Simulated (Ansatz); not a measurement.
Reactions of CH7BClNSi, SMILES `N[SiH2]CBCl`.

Gas-phase electronic energies from Ansatz, PBE0-D4/def2-TZVP geometries. CCSD(T)/CBS is the MP2 limit (def2-TZVPP, def2-QZVPP) plus CCSD(T) − MP2 in def2-TZVPP, frozen cores. This one scheme is used for every species, atoms too. Open shells (•) are unrestricted, without spin–orbit coupling. Spin–orbit coupling would lower the free atoms: a little for B, C, Cl, Si. Elements past krypton have def2 core potentials. Bonds to Te are less sure, by a few kJ/mol each and by 10 to 20 or more in all where they break to atoms, as the def2 sets lack core-valence functions. Each species was taken in one conformer, which may not be the lowest.

Q: Order these by ΔE at CCSD(T)/CBS, lowest first. (An estimate is asked.)
A. `N[SiH2]CBCl` → `CBCl` + `N[SiH]`
B. `N[SiH2]CBCl` + `O[SiH2][SiH3]` → `[SiH3][SiH2]OBCl` + `C[SiH2]N`
C. `N[SiH2]CBCl` → B• + C• + Cl• + 7 H• + N• + Si•
D. `N[SiH2]CBCl` + `B[TeH]` → `B[Te][SiH2]N` + `CBCl`
E. `N[SiH2]CBCl` + H₂O → `N[SiH2]CO` + `BCl`
F. `N[SiH2]CBCl` → `NCBCl` + `[SiH2]`
G. `N[SiH2]CBCl` + `[SiH3]S` → `N[SiH2]S[SiH3]` + `CBCl`
H. `N[SiH2]CBCl` + `CCBO` → `CCB(O)BCl` + `C[SiH2]N`

A: B (-115.2 kJ/mol), G (-58.4 kJ/mol), D (-45.4 kJ/mol), H (+50.7 kJ/mol), E (+143.0 kJ/mol), A (+171.4 kJ/mol), F (+385.4 kJ/mol), C (+4245.8 kJ/mol).

Largest T1 diagnostic: 0.015, for `B[TeH]`.
